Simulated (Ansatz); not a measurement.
PBE exchange is replaced step by step with exact exchange (0 % is PBE, 25 % PBE0; no dispersion term), basis def2-TZVP, Ansatz. System: Hf₂S₂⁺ (the lowest doublet isomer of a short search). Charge 1, multiplicity 2. Geometry: r2SCAN-D4/def2-SVP, each spin state at its own.

Geometry of the doublet:

| atom | x (Å) | y (Å) | z (Å) |
| --- | --- | --- | --- |
| Hf1 | -0.577 | 0.144 | 1.256 |
| Hf2 | 1.214 | -0.223 | -0.639 |
| S3 | -0.605 | -1.725 | -0.238 |
| S4 | -0.032 | 1.804 | -0.379 |

In the def2 sets Hf takes a core potential; there is no spin–orbit coupling. At PBE with 50 % exact exchange/def2-TZVP the charge 1 doublet is spin-contaminated (final ⟨S²⟩ up to 0.95, 0.75 for a pure state). The structure comes from a short search, and lower isomers may exist.

HOMO and LUMO are taken over both spins.

```tsv
exact exchange (%)	HOMO (eV)	LUMO (eV)	gap (eV)	⟨S²⟩	quartet − doublet (kJ/mol)
0	-8.98	-8.26	0.72	0.757	53.9
5	-9.14	-8.06	1.08	0.758	50.4
10	-9.30	-7.87	1.43	0.759	46.7
15	-9.46	-7.68	1.78	0.760	42.9
25	-9.77	-7.29	2.48	0.762	35.0
35	-10.08	-6.91	3.17	0.764	26.9
50	-10.61	-6.36	4.25	0.949	15.5
```
